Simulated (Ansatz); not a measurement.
The same path of C₂H₆O₂Si (11 atoms, charge 0, multiplicity 1) was run twice with different band settings. The coordinate that changes most is the dihedral C3–Si4–O5–H11.

Level of theory: RHF/def2-SVP in Ansatz 0.2.0.

Relaxed end points:

```xyz
11
Properties=species:S:1:pos:R:3
O -0.646 1.672 1.931
C -0.093 0.825 1.064
C -0.718 0.080 0.154
Si 0.194 -1.067 -0.992
O 1.826 -0.798 -0.886
H -1.587 1.685 1.839
H 0.983 0.803 1.179
H -1.804 0.148 0.095
H -0.277 -0.855 -2.384
H -0.020 -2.486 -0.643
H 2.209 -0.063 -1.336
```

```xyz
11
Properties=species:S:1:pos:R:3
O -0.728 1.703 1.956
C -0.144 0.936 1.037
C -0.740 0.075 0.215
Si 0.204 -0.929 -1.021
O 1.793 -0.485 -0.865
H -1.664 1.566 1.965
H 0.928 1.091 1.023
H -1.822 -0.035 0.279
H -0.274 -0.683 -2.405
H 0.052 -2.388 -0.783
H 2.461 -0.908 -1.379
```

Common settings: movable images 5; climbing image yes; spring 5.0 eV/Å²; optimiser quadratic models (default); force threshold 0.03 eV/Å; iteration limit 60; end points relaxed.

| run | start path |
| --- | --- |
| 1 | through a guess of the saddle point |
| 2 | straight line |

(1) What does each run give, and how far can it be trusted?

## Answers

(1) Run 1: converged after 19 iterations, highest image 0.105 eV above the first end. A vibrational analysis at the climbing image gives one clearly imaginary mode, 359i cm⁻¹: a first-order saddle point. Another band between the same ends, with other settings, climbed to 0.00 eV only, so this may not be the lowest route.
Run 2: converged after 16 iterations, highest image 0.001 eV above the first end. The top lies less than 8 meV above the higher end, about what the thresholds resolve: that end is a shoulder or a very shallow well. The order of the stationary point at the top wasn't checked.
